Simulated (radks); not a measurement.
Values are calculated unless marked as measured or tabulated.
Spherical quantum dot in the effective-mass picture: electrons in a hard-walled sphere of radius 5.15, all in effective atomic units (hartree* = m*/eps^2 hartree, bohr* = eps/m* bohr), one dielectric constant everywhere. Level of theory: non-relativistic Kohn-Sham, LDA (Slater exchange, Perdew-Wang correlation), spin-polarised, spherical densities (a radial shooting solver with Libxc functionals). Levels are named by radial order and angular momentum (1s, 1p, 1d, 2s, ...), and open shells are averaged over m. Results are scaled to m* = 0.189 and eps = 16.4, for which hartree* = 19.12 meV and bohr* = 4.592 nm.

N = 29, configuration 1s2 1p6 1d10 1f(up 7, down 4). This is the lowest configuration that the search found. Occupied and some empty levels:

| level | occupation | eigenvalue (meV) | <r> (nm) |
|---|---|---|---|
| 1s up | 1 | 135.29 | 17.08 |
| 1s down | 1 | 135.67 | 17.05 |
| 1p up | 3 | 136.85 | 17.40 |
| 1p down | 3 | 137.25 | 17.38 |
| 1d up | 5 | 139.74 | 17.74 |
| 1d down | 5 | 140.15 | 17.73 |
| 1f up | 7 | 143.83 | 18.05 |
| 1f down | 4 | 144.25 | 18.04 |
| 1g up | 0 | 149.03 | 18.33 |
| 1g down | 0 | 149.45 | 18.33 |
| 2s up | 0 | 150.61 | 10.55 |
| 2s down | 0 | 150.74 | 10.53 |
| 2p up | 0 | 156.28 | 12.40 |
| 2p down | 0 | 156.46 | 12.38 |
| 2d up | 0 | 163.27 | 13.56 |
| 2d down | 0 | 163.48 | 13.54 |

Energy (meV): total 2199.12, kinetic 459.03, external 0, Hartree 1938.0, exchange-correlation -197.93.
